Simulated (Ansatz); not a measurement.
One change: `FC[SiH2][SiH3]` becomes `FC[SiH2][SiH2]F`.

Ansatz, PBE0-D4/def2-TZVP geometries, multiplicity 1. Each molecule was computed in one conformer, which needn't be the lowest.

| property | `FC[SiH2][SiH3]` |
| --- | --- |
| LUMO energy (PBE0/def2-TZVPP) / eV | -0.05 |
| HOMO–LUMO gap (PBE/def2-TZVPP) / eV | 6.15 |
| LUMO energy (B3LYP/def2-TZVPP) / eV | -0.24 |
| HOMO energy (ωB97M-V/def2-TZVPP) / eV | -10.33 |
| size of the dipole moment (B3LYP/def2-TZVPP) / D | 1.49 |
| LUMO energy (ωB97M-V/def2-TZVPP) / eV | 1.64 |

Problem. What does the change do to each property? (Best estimate.)

Solution. The calculation gave: 
```json
{"property": "LUMO energy (PBE0/def2-TZVPP) / eV", "`FC[SiH2][SiH2]F`": "-0.70", "shift": "-0.65"}
{"property": "HOMO–LUMO gap (PBE/def2-TZVPP) / eV", "`FC[SiH2][SiH2]F`": "5.47", "shift": "-0.68"}
{"property": "LUMO energy (B3LYP/def2-TZVPP) / eV", "`FC[SiH2][SiH2]F`": "-0.89", "shift": "-0.65"}
{"property": "HOMO energy (ωB97M-V/def2-TZVPP) / eV", "`FC[SiH2][SiH2]F`": "-10.35", "shift": "-0.02"}
{"property": "size of the dipole moment (B3LYP/def2-TZVPP) / D", "`FC[SiH2][SiH2]F`": "1.75", "shift": "0.26"}
{"property": "LUMO energy (ωB97M-V/def2-TZVPP) / eV", "`FC[SiH2][SiH2]F`": "1.05", "shift": "-0.59"}
```

Dipoles are sizes alone; their direction can turn.

B3LYP here is the variant with VWN-RPA as its local correlation; programs differ in this.
